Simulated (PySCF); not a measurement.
Electron correlation in C⁺ (carbon, charge +1)

[He] 2s2 2p1, 2P determinant. All numbers are calculated (PySCF 2.14, the spin-free X2C one-electron Hamiltonian (Gaussian nucleus), in jorge-DZP-DKH). Frozen: 1s2; 3 electrons correlated.

MP2 pair energies summed by pair of shells (mhartree):

```tsv
pair	energy	share (%)
2s-2s	-26.35	62.4
2s-2p	-15.88	37.6
```

Total MP2 correlation energy: -42.23 mhartree.

Same-spin part -2.38 and opposite-spin part -39.84 mhartree; SCS-MP2 scales them by 1/3 and 6/5 to -48.61 mhartree.

| level | correlation energy (mhartree) |
| --- | --- |
| CCSD | -67.69 |
| (T) | -0.63 |
| CCSD(T) | -68.32 |

Diagnostics: T1 = 0.0085, D1 = 0.0153, largest double amplitude 0.135.

Cost of the coupled-cluster step: 0.15 s of wall time on 1 thread of Neoverse-N1 (shared host), for 3 correlated electrons.
